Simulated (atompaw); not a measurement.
## Before and after: PAW (atompaw) potential for Ti (Z = 22)

Ti (Z = 22), PAW, made with atompaw 4.2.0.5 (PBEsol, non-relativistic). Core [Ne], reference 3s2 3p6 3d2 4s0.5 4p0 (charge +1.5). Waves: 3s (bound): rc 1.30 bohr; 4s (bound): rc 1.85 bohr; 3p (bound): rc 1.50 bohr; 4p (bound, empty): rc 1.85 bohr; 3d (bound): rc 1.85 bohr; 3d channel at 0.2 Ry: rc 1.85 bohr. Local part: bessel scheme, radius 1.70 bohr. Core correction: smooth core density matched at 1.35 bohr. Augmentation charge: sinc compensation charge, radius 1.55 bohr; PAW radius 1.85 bohr; waves and projectors: custom rrkj gramschmidtortho.

All-electron outer shells of the reference configuration (PBEsol, non-relativistic, ld1.x):

| shell | level (eV) | outermost node (bohr) | outermost maximum (bohr) |
| --- | --- | --- | --- |
| 2p | -454.46 | – | 0.22 |
| 3s | -73.03 | 0.40 | 0.88 |
| 3p | -50.10 | 0.37 | 0.90 |
| 3d | -15.51 | – | 0.97 |
| 4s | -13.36 | 1.24 | 2.67 |
| 4p | -9.33 | 1.36 | 3.19 |

Change: all radii scaled by about 0.77 (s 1.00, p 1.16, d 1.44 bohr); local potential bessel scheme, radius 1.32 bohr; augmentation sinc compensation charge, radius 1.20 bohr; PAW radius 1.44 bohr; waves and projectors: custom rrkj gramschmidtortho; core correction smooth core density matched at 1.04 bohr.

Cutoffs: the cutoffs (Ry, on a coarse ladder) from which the occupation-weighted sum of valence levels, in a spherical-Bessel basis at the reference potential, stays within 10 and 1 mRy of its value at 400 Ry; they do not see the model core or the augmentation charge, which bear on the density cutoff.

What does the change do?

The potential gets harder (35 Ry and 70 Ry → 60 Ry and 110 Ry); neither file shows a bound ghost. A smaller radius makes the pseudo-wave follow the all-electron one further in, where it bends more sharply, so more plane waves are needed.

| quantity | base | changed |
| --- | --- | --- |
| cutoff, loose | 35 Ry | 60 Ry |
| cutoff, tight | 70 Ry | 110 Ry |
| loose cutoff by channel (10 mRy a level) | s 25 Ry, p 30 Ry, d 25 Ry | s 18 Ry, p 45 Ry, d 45 Ry |
| bound ghosts | none | none |
| lowest overlap eigenvalue by channel | s 0.08, p 0.12, d 0.77 | s 0.05, p 0.69, d 0.84 |

 The cutoffs see the waves, projectors and local potential, not the compensation charge or the core.
